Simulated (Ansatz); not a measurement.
Ansatz (a program for electronic structure) input (B3LYP-D3(BJ)/def2-TZVP):

Ansatz 0.2 input:
```yaml
crystal:
  periodic: [false, false, false]
  atoms:
    - {symbol: O, position_ang: [-1.05138552, 0.54153451, 0.30863355]}
    - {symbol: C, position_ang: [-0.10138476, -0.41746979, -0.03800595]}
    - {symbol: O, position_ang: [1.17608332, 0.11856290, -0.18977374]}
    - {symbol: H, position_ang: [-1.08383189, 1.21664637, -0.38017544]}
    - {symbol: H, position_ang: [-0.33573624, -0.89502899, -0.99935748]}
    - {symbol: H, position_ang: [-0.13653025, -1.16905707, 0.76250000]}
    - {symbol: H, position_ang: [1.45130625, 0.52153392, 0.64287844]}
basis:
  gaussian:
    orbitals: def2-TZVP
hamiltonian:
  xc: b3lyp
  dispersion: d3bj
relax: {f_tol: 0.002, max_steps: 150}
```

End of the output:

```
mean field -5198.40366827 eV, -191.0378112044 hartree, gradient 2.5e-5 eV, S^2 0.000000; 0 other end points of the search recorded, 0 dependent functions left out
the calculation of the forces begins
reference -5198.40387122 eV, -191.0378186626 hartree; 13, 13 occupied and 104, 104 virtual orbitals, 658 factors
relax step   2: F+E_penalty+E_count = -5198.52814360 eV  Δ(F+E_penalty+E_count) = -6.079e-3 eV  max|allowed force component| = 2.873e-1 eV/Å  Δτ_max = 0.0137 Å  (29 SCF iters, accepted)
these checks for a lower state are left out or cut short: starts, cluster_reference, orbital_swaps, neighbouring_geometries, increment
integrals: 0.03 GiB planned
658 factors; their error is unknown
mean field: 0.31 GiB planned
mean field -5198.40578453 eV, -191.0378889753 hartree, gradient 2.0e-5 eV, S^2 0.000000; 0 other end points of the search recorded, 0 dependent functions left out
the calculation of the forces begins
reference -5198.40598699 eV, -191.0378964159 hartree; 13, 13 occupied and 104, 104 virtual orbitals, 658 factors
relax step   3: F+E_penalty+E_count = -5198.53018250 eV  Δ(F+E_penalty+E_count) = -2.039e-3 eV  max|allowed force component| = 1.187e-2 eV/Å  Δτ_max = 0.0147 Å  (29 SCF iters, accepted)
these checks for a lower state are left out or cut short: starts, cluster_reference, orbital_swaps, neighbouring_geometries, increment
integrals: 0.03 GiB planned
658 factors; their error is unknown
mean field: 0.31 GiB planned
mean field evaluation 32: about -5198.4058 eV, gradient 1.6e-4 eV
mean field -5198.40580634 eV, -191.0378897771 hartree, gradient 1.9e-5 eV, S^2 0.000000; 0 other end points of the search recorded, 0 dependent functions left out
the calculation of the forces begins
reference -5198.40600877 eV, -191.0378972163 hartree; 13, 13 occupied and 104, 104 virtual orbitals, 658 factors
relax step   4: F+E_penalty+E_count = -5198.53020882 eV  Δ(F+E_penalty+E_count) = -2.632e-5 eV  max|allowed force component| = 2.844e-3 eV/Å  Δτ_max = 0.0018 Å  (31 SCF iters, accepted)
these checks for a lower state are left out or cut short: starts, cluster_reference, orbital_swaps, neighbouring_geometries, increment
integrals: 0.03 GiB planned
658 factors; their error is unknown
mean field: 0.31 GiB planned
mean field -5198.40580536 eV, -191.0378897411 hartree, gradient 1.9e-5 eV, S^2 0.000000; 0 other end points of the search recorded, 0 dependent functions left out
the calculation of the forces begins
reference -5198.40600779 eV, -191.0378971801 hartree; 13, 13 occupied and 104, 104 virtual orbitals, 658 factors
relax step   5: F+E_penalty+E_count = -5198.53021073 eV  Δ(F+E_penalty+E_count) = -1.908e-6 eV  max|allowed force component| = 1.007e-3 eV/Å  Δτ_max = 0.0005 Å  (30 SCF iters, accepted)
integrals: 0.03 GiB planned
658 factors; their error is unknown
mean field: 0.31 GiB planned
mean field evaluation 64: about -5198.4058 eV, gradient 3.0e-5 eV
mean field -5198.40580536 eV, -191.0378897411 hartree, gradient 1.9e-5 eV, S^2 0.000000; 1 other end points of the search recorded, 0 dependent functions left out
the calculation of the forces begins
reference -5198.40600779 eV, -191.0378971801 hartree; 13, 13 occupied and 104, 104 virtual orbitals, 658 factors
Total energy: -5198.53041316 eV, -191.0424689930 hartree
Atom 0 at    -1.058002     0.551842     0.317506 Å, force     0.000502    -0.000529     0.000229 eV/Å
Atom 1 at    -0.100541    -0.415066    -0.037719 Å, force    -0.000025     0.001007     0.000248 eV/Å
Atom 2 at     1.188672     0.124284    -0.195242 Å, force     0.000032    -0.000667    -0.000491 eV/Å
Atom 3 at    -1.106945     1.202615    -0.393374 Å, force    -0.000118    -0.000036    -0.000127 eV/Å
Atom 4 at    -0.332077    -0.885856    -0.996361 Å, force     0.000193     0.000033     0.000070 eV/Å
Atom 5 at    -0.136725    -1.159627     0.761379 Å, force    -0.000175    -0.000002    -0.000149 eV/Å
Atom 6 at     1.464138     0.498530     0.650510 Å, force    -0.000409     0.000193     0.000220 eV/Å
Dipole moment:     0.009288     0.040843     0.005498 e Å
```
